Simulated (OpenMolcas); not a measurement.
**Rh: effect of correlating more closed shells**

```
Program             : OpenMolcas
Basis               : ANO-RCC-VTZP [7s6p4d2f1g]
Scalar Hamiltonian  : DKH2, point nucleus
Active space        : 9 electrons in 6 orbitals (4d 5s)
State averaging     : 2S+1 = 4 even, 20 roots; 2S+1 = 2 even, 52 roots kept (CI in the orbitals of an earlier block)
Spin-orbit coupling : state interaction with AMFI integrals over the reference wave functions, term energies averaged over their components
```

Methods on the same reference wave functions:
A. CASSCF
B. MS-CASPT2, IPEA 0.25 Eh, imaginary shift 0.1 Eh (closed shells correlated: none)
C. MS-CASPT2, IPEA 0.25 Eh, imaginary shift 0.1 Eh (closed shells correlated: 4s 4p)

Energies in cm⁻¹ above 4d⁸ 5s ⁴F_9/2, the measured ground level; measured values from NIST Handbook of Basic Atomic Spectroscopic Data.

```
               Level      A      B      C  Measured
       4d⁸ 5s ⁴F_9/2    0.0    0.0    0.0       0.0
       4d⁸ 5s ⁴F_7/2   1609   1488   1511      1530
       4d⁸ 5s ⁴F_5/2   2969   2900   2900      2598
       4d⁸ 5s ⁴F_3/2   3831   3680   3640      3473
       4d⁸ 5s ²F_7/2   7485   5220   5450      5691
4d⁸ 5s ²F_5/2 [60 %]   9607   6980   6990      7791
      4d⁷ 5s² ⁴F_9/2  11555  12490  10360          
4d⁸ 5s ²D_3/2 [55 %]  13327   9660   9230          
      4d⁷ 5s² ⁴F_7/2  13487  14420  12300          
      4d⁷ 5s² ⁴F_5/2  14737  15680  13600          
4d⁸ 5s ⁴P_3/2 [73 %]  15234  11480  11360          
       4d⁸ 5s ⁴P_1/2  15542  11650  11630          
      4d⁷ 5s² ⁴F_3/2  15775  16440  14350          
       4d⁸ 5s ²P_3/2  18246  13740  13380          
       4d⁸ 5s ²P_1/2  18956  14160  13910          
       4d⁸ 5s ²G_9/2  20056  17470  16350          
       4d⁸ 5s ²G_7/2  20271  17520  16420          
      4d⁷ 5s² ⁴P_5/2  25645  23270  20940          
      4d⁷ 5s² ⁴P_3/2  26329  23940  21590          
      4d⁷ 5s² ²G_9/2  27041  27210  24230          
      4d⁷ 5s² ⁴P_1/2  27150  24870  22540
```

Deviations, from unrounded energies. A percentage is the sum of absolute deviations over the sum of measured energies, with the sign that they share, or ± where signs differ.

```json
{"Against measurement": "mean absolute deviation (cm-1)", "Levels": "5", "A": "880", "B": "370", "C": "310"}
{"Against measurement": "fine structure of the ground term (%)", "Levels": "3", "A": "+10.6", "B": "±7.3", "C": "±6.4"}
{"Against measurement": "other terms of the ground configuration (%)", "Levels": "2", "A": "+26.8", "B": "-9.5", "C": "-7.8"}
```

C lies closest to measurement on these levels and A furthest from it. The largest miss of C in the table is 4d⁸ 5s ²F_5/2 [60 %], by -810 cm-1. The ranking rests on the paired levels alone, and a cruder setting can come out closer through cancelling errors.

Between B and C the level of the table that moves most is 4d⁷ 5s² ²G_9/2, by 3000 cm-1 (lowest in C, highest in B). Moves below CASPT2's spread within the term are not significant.

The mean deviations of B to C differ by less than CASPT2's widest spread within a term (1600 cm-1), so their order carries little weight.

From A to B the spin-free energies of the other terms of 4d⁸ 5s shown, above ⁴F, scale by factors of 0.64 to 0.85.

The lowest spin-free term lies below A's lowest term by 0.270 hartree in B, 0.586 hartree in C.

What an inner shell adds also hangs on whether the basis holds functions to correlate it.

CASPT2 does not keep the components of a term degenerate, so their means are used; among the terms shown or strongly mixed into the levels shown the widest spread is 1600 cm-1 (4d⁸ 5s ²G, C). Terms from blocks run as CI alone lack orbitals of their own. A single d shell beside an s shell can misplace configurations of different d count against each other. No level of 4d⁹ was computed, though it lies in the active space. Without dynamic correlation excited terms often stand tens of per cent too high (terms of higher spin than the ground term too low), and those without a measured partner can miss by more than the paired ones (holds for A). Configurations are named by rounded mean occupations; where the s occupation lies near a half they are strongly mixed, a name can repeat and a true partner stay unpaired (holds for B; C). The CASPT2 spread within a term exceeds the gap to the next term for 4d⁷ 5s² ⁴F and 4d⁸ 5s ²P, so the order of their levels is uncertain, and so are names and mixing where such terms share a J (holds for C). Computed and measured levels are paired by configuration, term and J; levels that our copy of the source lacks, or whose pairing is in doubt (as where it misses far off the trend of its configuration), stay unpaired and out of the deviations. Levels of configurations outside the active space are missing. Levels that lie high or do not pair safely by name in every column are left out.

A share in square brackets marks a mixed level and gives the weight of the term that names it, the lowest over the columns.
